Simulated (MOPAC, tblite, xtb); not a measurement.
Intermolecular potential of HF ··· H3B (SMILES F and B). Monomers: optimised at B3LYP-D3(BJ) (def2-TZVP), held rigid. Orientation: a random orientation, not optimised. R is the distance of the centres of mass, along which the second monomer moves.

Geometry at R = 3.67 Å (first 2 atoms: monomer A):
```
6

F      0.4622     0.0000     0.0000
H     -0.4622     0.0000     0.0000
B     -2.9167    -1.4618     0.4890
H     -2.3307    -2.1982    -0.2381
H     -2.9953    -1.7098     1.6495
H     -3.4278    -0.4796     0.0549
```

Levels: GFN1-xTB (xtb); PM7, restricted, heats of formation (MOPAC); PM3, restricted, heats of formation (MOPAC); GFN2-xTB (tblite).

Interaction energies in kJ/mol (negative: bound); R is the distance of the centres of mass, d the H2···H4 distance.

| R / Å | d / Å | GFN1-xTB | PM7 | PM3 | GFN2-xTB |
|---|---|---|---|---|---|
| 3.05 | 2.37 | -1.45 | 11.32 | -2.15 | -8.45 |
| 3.23 | 2.52 | -1.32 | 7.34 | -1.88 | -6.97 |
| 3.45 | 2.70 | -1.04 | 4.39 | -0.69 | -5.25 |
| 3.67 | 2.89 | -0.78 | 2.65 | 0.34 | -3.85 |
| 3.85 | 3.05 | -0.62 | 1.75 | 0.84 | -2.97 |
| 4.08 | 3.26 | -0.47 | 1.03 | 1.12 | -2.15 |
| 4.39 | 3.54 | -0.33 | 0.53 | 1.15 | -1.41 |
| 4.71 | 3.84 | -0.23 | 0.30 | 1.01 | -0.93 |
| 5.18 | 4.28 | -0.13 | 0.18 | 0.75 | -0.52 |
| 5.84 | 4.91 | -0.06 | 0.14 | 0.48 | -0.25 |
| 6.90 | 5.93 | -0.01 | -0.01 | 0.25 | -0.10 |
| 8.19 | 7.19 | 0.00 | -0.04 | 0.12 | -0.04 |

Lowest grid point: GFN1-xTB -1.45 kJ/mol at R = 3.05 Å; PM7 -0.04 kJ/mol at R = 8.19 Å; PM3 -2.15 kJ/mol at R = 3.05 Å; GFN2-xTB -8.45 kJ/mol at R = 3.05 Å.
